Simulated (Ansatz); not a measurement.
Reactions of CH$_{7}$ClO$_{2}$Si$_{2}$ (`O[SiH2]C[SiH](O)Cl`).

Program: Ansatz. Geometries: PBE0-D4/def2-TZVP. ΔE: electronic, gas phase. CBS: MP2 limit from def2 TZ/QZ plus the TZ coupled-cluster correction, frozen cores. This one scheme is used for every species. Functionals use def2-TZVPP. B3LYP here is the variant with VWN-RPA as its local correlation; programs differ in this. Each species was taken in one conformer, which may not be the lowest.

| reaction | CCSD/CBS(def2) (kcal/mol) | B3LYP-D4 (kcal/mol) | r2SCAN-D4 (kcal/mol) |
| --- | --- | --- | --- |
| `O[SiH2]C[SiH](O)Cl` + `O[SiH](O)S` → `O[SiH2]S[SiH](O)O` + `C[SiH](O)Cl` | -13.5 | -13.9 | -14.8 |
| `O[SiH2]C[SiH](O)Cl` + `OBF` → `O[SiH2]OBF` + `C[SiH](O)Cl` | -20.6 | -19.7 | -19.3 |
| `O[SiH2]C[SiH](O)Cl` + `N[SiH](O)O` → `O[SiH2]N[SiH](O)O` + `C[SiH](O)Cl` | -13.8 | -13.8 | -13.6 |
| `O[SiH2]C[SiH](O)Cl` + CH₄ → `C[SiH2]O` + `C[SiH](O)Cl` | 6.2 | 7.4 | 7.0 |
| `O[SiH2]C[SiH](O)Cl` + `O[SiH](O)O` → `O[SiH](O)O[SiH](O)Cl` + `C[SiH2]O` | -25.8 | -25.9 | -24.9 |
| `O[SiH2]C[SiH](O)Cl` + `C[SiH](O)O` → `C[SiH](O)O[SiH2]O` + `C[SiH](O)Cl` | -26.2 | -25.9 | -25.3 |
| `O[SiH2]C[SiH](O)Cl` + `N[SiH](O)O` → `O[SiH](O)N[SiH](O)Cl` + `C[SiH2]O` | -13.5 | -13.8 | -13.4 |
| `O[SiH2]C[SiH](O)Cl` + `C[SiH2]N` → `C[SiH2]N[SiH2]O` + `C[SiH](O)Cl` | -13.5 | -12.9 | -12.6 |

(1) Give the CCSD(T)/CBS values in the same order. (Best estimate.)

Largest T1 diagnostic: 0.013, for `OBF`.

Answers

(1) The calculation gave: -13.8, -19.5, -13.4, 6.9, -24.9, -25.3, -13.1, -13.0 kcal/mol.
